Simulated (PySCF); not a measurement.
Here is a computed PBE0-D3(BJ)/def2-SVP geometry (Å):
```
atom  x, y, z in Å
Si1    2.4706    0.4049    0.1051
O2     0.8275    0.1919    0.1033
Si3   -0.4510   -0.8710    0.1055
Si4   -2.4073    0.3753   -0.2141
H5     2.9506    0.6514   -1.2868
H6     3.1556   -0.8073    0.6511
H7     2.8015    1.5837    0.9551
H8    -0.2886   -1.8851   -0.9851
H9    -0.5029   -1.6095    1.4070
H10   -3.5949   -0.5358   -0.2291
H11   -2.3467    1.1086   -1.5158
H12   -2.5749    1.3647    0.8946
```

Charge 0, singlet.

**Question.** Read off the bonds between heavy atoms and their formal orders.

**Answer.** Si1–O2 1.66 Å (single); O2–Si3 1.66 Å (single); Si3–Si4 2.34 Å (single). Bonds to hydrogen (Å): Si1–H5 1.49; Si1–H6 1.50; Si1–H7 1.49; Si3–H8 1.50; Si3–H9 1.50; Si4–H10 1.50; Si4–H11 1.50; Si4–H12 1.50.

**Question.** Write the SMILES.

**Answer.** `[SiH3]O[SiH2][SiH3]`, H8OSi3. Among its features: Si–H bond and siloxane link.

**Question.** Classify the heavy atoms.

**Answer.** Si1: oxygen-bound silicon; O2: siloxane oxygen; Si3: oxygen-bound silicon; Si4: SiH3 silicon.

**Question.** What is the arrangement about O2?

**Answer.** It has 2 neighbours (Si1, Si3) and is bent (angle 147.7°).

**Question.** What is the arrangement about Si1?

**Answer.** It has 4 neighbours (O2, H5, H6, H7) and is tetrahedral (angles from 108.8° to 110.5°).
